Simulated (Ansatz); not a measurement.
`C#[C][GeH]([CH3])[CH3]` + `[CH3][GaH2]` → `C#[C][GaH][CH3]` + `[CH3][GeH2][CH3]`  (formal exchange of groups at a C–Ge bond)

Computed with Ansatz on PBE0-D4/def2-TZVP structures; ΔE is electronic, products minus reactants. CCSD(T)/CBS adds triple-zeta CCSD(T) − MP2 to the extrapolated MP2 energy (def2 sets, frozen cores). DFT in def2-TZVPP. For Ga, Ge outer-core shells are correlated without core-valence functions, which leaves a few kJ/mol of doubt a bond. Scalar relativity is left out up to krypton.

```tsv
level	ΔE (kJ/mol)	difference from CCSD(T)/CBS
PBE-D4	-21.3	2.7
PBE0-D4	-20.9	3.1
ωB97X-V	-20.2	3.8
ωB97M-V	-20.1	3.9
B2PLYP	-22.6	1.4
PBE0	-22.3	1.7
HF/def2-TZVPP	-22.5	1.5
MP2/def2-TZVPP	-20.2	3.8
SCS-MP2/def2-TZVPP	-20.2	3.8
CCSD(T)/def2-TZVPP	-21.2	2.8
HF/def2-QZVPP	-22.7	1.3
MP2/def2-QZVPP	-21.9	2.1
SCS-MP2/def2-QZVPP	-21.7	2.3
HF/CBS(def2)	-22.8	1.2
MP2/CBS(def2)	-23.0	1.0
CCSD/CBS(def2)	-24.0	0.0
CCSD(T)/CBS	-24.0	0
```

Largest T1 diagnostic among the species: 0.013.
